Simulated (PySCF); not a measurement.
C2H5AlF, AlH3NOSi, BH5NOSi (calculated)

Computed with PySCF 2.14.0. Calculation on a computer-drawn molecule: optimised geometry and harmonic frequencies of an isolated molecule of the commonest isotopes, restricted reference for singlets and unrestricted otherwise, frozen core in MP2.

Common to all runs: method HF; basis cc-pV(D+d)Z.

(1) C2H5AlF

Start structure:
```xyz
9
C2H5AlF
C     -0.8166    -0.7043    -0.8092
C     -1.1667     0.3713    -1.9299
Al    -0.2333     0.0332    -3.6988
F      0.5146    -0.2943    -5.1088
H     -1.3604    -0.4250     0.0940
H      0.3338    -0.6339    -0.6338
H     -1.0981    -1.6564    -1.1062
H     -2.2200     0.3123    -2.1400
H     -0.8993     1.3725    -1.6770
```

- charge: 1
- multiplicity: 1
- rotational constants: 26.02, 2.428, 2.284 GHz
- total energy: -419.8100 hartree
- convergence status largest gradient component: 3.631e-05 hartree/bohr

Drawn bonds:
```
atom  other atom  order
   1           2      1
   2           3      1
   3           4      1
   1           5      1
   1           6      1
   1           7      1
   2           8      1
   2           9      1
```

Optimised structure:
```xyz
9
C2H5AlF
C     -0.7880    -0.6718    -0.8318
C     -1.1419     0.3273    -1.9506
Al    -0.2582     0.0136    -3.6638
F      0.4690    -0.2413    -5.0785
H     -1.3431    -0.3845     0.0614
H      0.2731    -0.6525    -0.5852
H     -1.0730    -1.6919    -1.0878
H     -2.2102     0.3219    -2.1866
H     -0.8736     1.3547    -1.6868
```

Modes:
```
frequency (cm⁻¹)  reduced mass (dalton)
           107.7                  6.058
           136.8                  3.219
           254.7                  1.276
           296.6                  5.039
           511.6                  4.876
           698.3                  1.247
           980.1                  10.52
            1009                   2.55
            1031                  1.097
            1090                  1.506
            1304                  1.333
            1336                  1.259
            1518                  1.107
            1530                  1.159
            1592                  1.043
            1597                  1.037
            3186                  1.057
            3202                  1.036
            3243                  1.104
            3289                  1.105
            3294                  1.107
```

(2) AlH3NOSi

Start structure:
```xyz
7
AlH3NOSi
O     -1.0348    -0.5968     3.2097
Si    -0.4479    -0.5585     1.6627
N      0.6162     0.5734     1.1728
Al     1.8054     1.8487     0.8314
H     -1.7566    -1.1735     3.5046
H     -1.0629    -1.6761     0.9623
H      2.3817     3.0821     1.6935
```

- charge: 0
- multiplicity: 2
- rotational constants: 24.33, 1.926, 1.807 GHz
- total energy: -661.9450 hartree
- spin squared: 0.7559
- convergence status largest gradient component: 7.758e-06 hartree/bohr

Drawn bonds:
```
atom  other atom  order
   1           2      1
   2           3      1
   3           4      2
   1           5      1
   2           6      1
   4           7      1
```

Optimised structure:
```xyz
7
AlH3NOSi
O     -1.0132    -0.7559     3.2663
Si    -0.4172    -0.4286     1.7948
N      0.7562     0.5321     1.4715
Al     2.1559     1.5734     1.3066
H     -1.7400    -1.3554     3.3541
H     -1.1855    -1.2029     0.8118
H      1.9448     3.1365     1.0319
```

Modes:
```
frequency (cm⁻¹)  reduced mass (dalton)
           65.36                  7.736
           124.4                   2.59
           169.4                  1.344
           368.1                  7.762
             383                  1.107
           567.6                   5.31
           641.3                   1.37
           667.3                  1.275
           828.8                  1.103
             935                  3.924
            1032                  1.449
            1452                  14.71
            1865                  1.044
            2379                  1.043
            4165                  1.067
```

(3) BH5NOSi

Start structure:
```xyz
9
BH5NOSi
O      1.0722    -2.1838    -0.9303
B      0.1361    -1.3447    -1.3904
N     -0.5085    -0.5726    -0.3155
Si    -0.1067    -0.8916     1.3363
H      1.5394    -2.7302    -1.5648
H     -0.2222    -1.0608    -2.5207
H     -1.2510     0.0795    -0.5254
H      0.8526    -1.8749     1.6351
H     -0.8749    -0.0285     2.2726
```

* charge: 1
* multiplicity: 1
* rotational constants: 15.08, 3.823, 3.05 GHz
* total energy: -445.7050 hartree
* convergence status largest gradient component: 2.207e-05 hartree/bohr

Drawn bonds:
```
atom  other atom  order
   1           2      1
   2           3      1
   3           4      1
   1           5      1
   2           6      1
   3           7      1
   4           8      1
   4           9      1
```

Optimised structure:
```xyz
9
BH5NOSi
O      1.0776    -2.2352    -1.0238
B      0.1534    -1.3431    -1.3870
N     -0.4884    -0.6238    -0.2579
Si    -0.1638    -0.8351     1.3376
H      1.5055    -2.7114    -1.7229
H     -0.1848    -1.0878    -2.4966
H     -1.1882     0.0537    -0.5165
H      0.8356    -1.7988     1.7699
H     -0.9098    -0.0262     2.2942
```

Modes:
```
frequency (cm⁻¹)  reduced mass (dalton)
           174.9                  1.647
           190.2                  5.227
           282.6                  1.388
           526.6                  2.038
           629.1                  1.148
           735.9                  1.831
           770.4                    1.2
           784.9                  1.104
           882.8                  2.746
            1007                  1.561
            1018                  1.114
            1042                  1.333
            1124                  1.578
            1245                  1.661
            1408                  2.067
            1489                  3.016
            2446                  1.028
            2496                   1.06
            2825                  1.103
            3760                  1.076
            4137                  1.067
```
